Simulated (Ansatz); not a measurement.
Reaction (formal exchange of groups at a B–C bond): `BC=O` + `[CH3][AlH][CH2]F` → `B[CH2][AlH][CH3]` + `O=CF`

Gas-phase electronic energies from Ansatz, PBE0-D4/def2-TZVP geometries. CCSD(T)/CBS is the MP2 limit (def2-TZVPP, def2-QZVPP) plus CCSD(T) − MP2 in def2-TZVPP, frozen cores. This one scheme is used for every species. Functionals use def2-TZVPP. HSE06 is defined as in plane-wave codes. Each species was taken in one conformer, which may not be the lowest.

CCSD(T)/CBS gives -1.85 eV.

(1) Another level gave -1.77 eV. Which?
A. revPBE/def2-TZVPP
B. HF/def2-TZVPP
C. LDA (SPW92)/def2-TZVPP
D. HSE06/def2-TZVPP

Largest T1 diagnostic among the species: 0.021, so the coupled-cluster value is less sure than usual.

## Answers

(1) A. revPBE -1.77, HF/def2-TZVPP -1.84, LDA (SPW92) -1.95, HSE06 -1.90 eV.

From r2SCAN to r2SCAN0 (25 % exact exchange), in def2-TZVPP and without D4, ΔE moves by −0.06 eV. The D4 term adds −0.04 eV with B3LYP and −0.02 eV with PBE0; it sums over pairs of atoms, weighted by their polarisabilities, and B3LYP, whose exchange is more repulsive, gets the larger term.

B3LYP here is the variant with VWN-RPA as its local correlation; programs differ in this.
